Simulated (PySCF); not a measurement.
From orbital energies to the Hartree-Fock energy

System: H$_{3}$BFNO (SMILES NB(O)F), singlet, geometry from GFN2-xTB. Level: HF/6-31G* in PySCF. Sums are taken with unrounded values, so a last digit can differ.

Occupied orbital energies (Eh, each doubly occupied): -26.27025, -20.56470, -15.54046, -7.65938, -1.58053, -1.36527, -1.15511, -0.77373, -0.74018, -0.69252, -0.65332, -0.64666, -0.59955, -0.55399, -0.53458, -0.41917. One-electron energy -581.26862 Eh, nuclear repulsion 115.04199 Eh.

Task: Work out the total energy, and say why twice the sum of orbital energies isn't the electronic energy.

Result: Twice the sum of the occupied levels is -159.49880 Eh. It holds the one-electron energy once and the electron-electron energy twice, since each pair is counted from both sides: 2Σε = E1 + 2 E2. So E2 = (-159.49880 - (-581.26862))/2 = 210.88491 Eh, and E = E1 + E2 + E_nuc = -255.34172 Eh. PySCF's converged energy is -255.34173 Eh.
